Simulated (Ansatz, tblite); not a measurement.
Cost and result up the ladder for the cluster BeF₂ (the lowest singlet isomer of a short search) (3 atoms). Total charge 0; singlet. Geometry: PBE0-D4/def2-TZVP.

```xyz
3

Be   -0.0007   -0.0014    0.0027
F     0.4880    1.0896    0.6877
F    -0.4873   -1.0882   -0.6904
```

Ansatz on 4 threads of Intel Xeon Platinum 8488C on a shared host; xTB runs through tblite on one thread. Times are rough, summed over both states, and most runs start from the orbitals of an earlier one. No level here is sound enough to serve as a yardstick. The other state is a doublet.

The xTB rows come from tblite. Correlated methods freeze 2 core orbitals. In CCSD on the charge 1 doublet the largest single amplitude is 0.36, so its Hartree–Fock determinant may place the open shell otherwise than the density functionals do. The structure comes from a short search, and lower isomers may exist.

Run but left out: HF/def2-TZVPP, MP2/def2-TZVPP (charge +1 doublet: a determinant that CCSD turns far, T1 0.063).

Correlated methods converge slowly with the basis.

Raw xTB energies of ions are shifted by several eV.

```
              level  functions  wall time
           GFN1-xTB         12    0.002 s
           GFN2-xTB         12    0.002 s
   PBE-D4/def2-TZVP         81      1.1 s
r2SCAN-D4/def2-TZVP         81      1.6 s
 CCSD(T)/def2-TZVPP         81      2.2 s
```

Q: Estimate what each level gives for the vertical IE (eV).

A: 
```
              level  vertical IE (eV)                        remarks
           GFN1-xTB             18.82                              –
           GFN2-xTB             18.87                              –
   PBE-D4/def2-TZVP             14.25                              –
r2SCAN-D4/def2-TZVP             14.45                              –
 CCSD(T)/def2-TZVPP             15.53  large T1 (0.063) (+1 doublet)
```
